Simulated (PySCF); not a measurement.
C4H5FOSi.
SMILES with atom numbers: `[CH:1]#[C:2][Si@@H:3]([OH:4])[C:5](=[CH2:6])[F:7]` (hydrogens: H8 on C1; H9 on Si3; H10 on O4; H11, H12 on C6)

Method: PBE0-D3(BJ)/def2-SVP geometry optimisation, gas phase (PySCF).

Some entries are withheld.

| coordinate | value |
| --- | --- |
| C1≡C2 | 1.217 Å |
| C2–Si3 | 1.834 Å |
| Si3–O4 | ? |
| Si3–C5 | ? |
| C5=C6 | 1.333 Å |
| C5–F7 | ? |
| C1–H8 | 1.076 Å |
| Si3–H9 | 1.483 Å |
| O4–H10 | 0.962 Å |
| C6–H11 | 1.091 Å |
| C6–H12 | 1.094 Å |
| C1–C2–Si3 | 179.1° |
| C2–Si3–O4 | 109.6° |
| C2–Si3–C5 | ? |
| O4–Si3–C5 | ? |
| Si3–C5–C6 | ? |
| Si3–C5–F7 | 114.8° |
| C6–C5–F7 | 119.9° |

Q: Fill in the missing values.

A: 
- Si3–O4 = 1.660 Å, drawn single (oxygen-bound silicon to silanol oxygen); 0.11 Å below the sum of covalent radii, 1.77 Å.
- Si3–C5 = 1.881 Å, drawn single (oxygen-bound silicon to vinylic C–F carbon); 0.04 Å above the sum of covalent radii, 1.84 Å.
- C5–F7 = 1.347 Å, drawn single (vinylic C–F carbon to vinyl fluorine); 0.05 Å above the sum of covalent radii, 1.30 Å.
- C2–Si3–C5 = 107.5°, at the oxygen-bound silicon; the outer atoms are 2.996 Å apart.
- O4–Si3–C5 = 112.7°, at the oxygen-bound silicon; the outer atoms are 2.949 Å apart.
- Si3–C5–C6 = 125.3°, at the vinylic C–F carbon; the outer atoms are 2.866 Å apart.

Radii are Cordero's, carbon taken as 0.76, 0.73 or 0.69 Å for four, three, and two or fewer neighbours.

No PBE0-D3(BJ)/def2-SVP frequencies stand behind this structure, so it isn't proved a minimum. One conformer, not necessarily the lowest (C2–Si3–O4–H 35°, C2–Si3–C5–C6 123°).

Hardware: an Intel Xeon 6975P-C with one thread, shared host with 128 logical CPUs at a one-minute load of 15. Cost: 76 s of wall time, 0.53 GiB resident at most. These figures are those of the optimisation.
